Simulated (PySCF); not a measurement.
# Assigning NMR signals

Geometry:
| atom | x (Å) | y (Å) | z (Å) |
| --- | --- | --- | --- |
| N1 | 3.013 | -0.665 | 0.120 |
| C2 | 2.151 | 0.223 | -0.100 |
| C3 | 0.685 | 0.122 | -0.046 |
| C4 | 0.022 | -1.061 | 0.280 |
| C5 | -1.357 | -1.122 | 0.320 |
| C6 | -2.113 | 0.005 | 0.036 |
| C7 | -1.486 | 1.195 | -0.290 |
| C8 | -0.106 | 1.238 | -0.327 |
| F9 | 0.487 | 2.405 | -0.646 |
| H10 | 2.647 | -1.582 | 0.371 |
| H11 | 2.538 | 1.202 | -0.369 |
| H12 | 0.601 | -1.946 | 0.503 |
| H13 | -1.846 | -2.050 | 0.574 |
| H14 | -3.191 | -0.041 | 0.068 |
| H15 | -2.050 | 2.086 | -0.516 |

PySCF calculation with PBE0/pcSseg-1 with gauge-including orbitals and GFN2-xTB geometry; one computed conformer, non-relativistic, no solvent.

Referencing at the same level of theory: TMS for 13C (186.93 ppm), 1H (31.72 ppm).

(1) Assign these signals to the numbered atoms. 13C{1H} NMR (computed): δ 172.1, 162.8, 138.5, 129.4, 129.2, 125.4, 123.0.

(2) Assign these signals to the numbered atoms. 1H NMR (500 MHz, computed): δ 11.89 (br s, 1H), 8.98 (m, 1H), 7.84 (m, 1H), 7.71 (m, 1H), 7.54 (m, 1H), 7.47 (m, 1H).

## Answers

(1) 
| δ (ppm) | atoms | environment | reason |
| --- | --- | --- | --- |
| 172.1 | C8 | aromatic carbon bearing fluorine | an ipso carbon deshielded by its heteroatom |
| 162.8 | C2 | C=N carbon | – |
| 138.5 | C6 | aromatic CH | the aromatic region |
| 129.4 | C4 | aromatic CH | – |
| 129.2 | C5 | aromatic CH | – |
| 125.4 | C3 | substituted aromatic carbon | – |
| 123.0 | C7 | aromatic CH | – |

C4 and C5 lie closer than the usual error of such a calculation, so a measured spectrum could show them in the other order.

(2) 
11.89 → H10, hydrogen on an imine nitrogen: exchangeable, gas-phase position
8.98 → H11, hydrogen on a C=N carbon
7.84 → H12, hydrogen on an aromatic CH: the ring current deshields protons in the ring plane
7.71 → H14, hydrogen on an aromatic CH
7.54 → H13, hydrogen on an aromatic CH
7.47 → H15, hydrogen on an aromatic CH

H13 and H15 lie closer than the usual error of such a calculation, so a measured spectrum could show them in the other order.

OH/NH shifts are gas-phase values; hydrogen bonding in solution moves them, usually downfield. Splittings by 19F in the carbon and heteronuclear signals aren't shown, as no couplings were computed. Shifts are as computed. Against solution values, carbons near 30 ppm lie about +3 ppm off and those near 130 ppm about +5 ppm (rms about the fit 2.1 ppm; single classes can miss by 10 ppm). Of 1328 compounds with measured shifts, 309 miss one by over three times the rms of a fit or turn the order of signals round; such compounds aren't used in these exercises. Signals without a measured value on file couldn't be tested in this way; 1H shifts scatter by 0.2 ppm about their fit, and single ones miss by 0.5 ppm. No couplings were computed; multiplicities are counted from neighbouring protons, with m where these are inequivalent, close in shift, in a saturated or five-membered ring or joined by F or P, and br s for small geminal =CH2 splittings.
